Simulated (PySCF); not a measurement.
**Potential energy of PmO along the bond**

Set-up: basis Pm x2c-SVPall, O x2c-SVPall; spin-free X2C with a Gaussian nucleus; PySCF 2.14. Energies in eV from Pm (4f5 6s2) + O in their ground configurations at the same level. State: sextet, about 4.3 electrons in the 4f shell (Mulliken), real f orbitals that mix terms.

| R (Å) | CAM-B3LYP | r²SCANh | r²SCAN |
| --- | --- | --- | --- |
| 1.534 | -4.371 | -4.978 | -5.218 |
| 1.606 | -5.341 | -5.961 | -6.208 |
| 1.677 | -5.894 | -6.529 | -6.798 |
| 1.730 | -6.096 | -6.744 | -7.038 |
| 1.784 | -6.155 | -6.819 | -7.079 |
| 1.837 | -6.104 | -6.786 | -7.048 |
| 1.909 | -5.911 | -6.613 | -6.873 |
| 1.998 | -5.532 | -6.252 | -6.508 |
| 2.105 | -4.953 | -5.691 | -5.955 |
| 2.248 | -4.088 | -4.852 | -5.337 |

Task: Put a parabola through the three lowest points of the CAM-B3LYP curve and estimate Re, k and ωe (reduced mass 14.4 u; 1 eV/Å² = 0.16022 mdyn/Å; ωe = 1302.8·√(k/μ) cm⁻¹).

Result: Through R = 1.73, 1.784, 1.837 Å the second-order coefficient is 19.2 eV/Å², so Re ≈ 1.785 Å, k ≈ 6.15 mdyn/Å and ωe ≈ 852 cm⁻¹. A polynomial fit of higher order to the unrounded CAM-B3LYP energies gives Re = 1.784 Å, k = 6.13 mdyn/Å, ωe = 850 cm⁻¹; anharmonicity and rounding make the difference.

The higher-order fit for each curve: CAM-B3LYP: Re = 1.784 Å, ωe = 850 cm⁻¹, De = 6.15 eV; r²SCANh: Re = 1.792 Å, ωe = 830 cm⁻¹, De = 6.82 eV. R²SCAN gave no clean fit.

⟨S²⟩ of the unrestricted solution departs from its pure value on part of the curve, where spin states mix. These are scalar-relativistic numbers at best; spin–orbit coupling would shift them, the dissociation energy most. Counting both spins, an empty level lies below a filled one in some of these solutions, because spin and occupation are held. With d or f electrons several states lie close, and the lowest PBE0 determinant need not be the measured ground state.
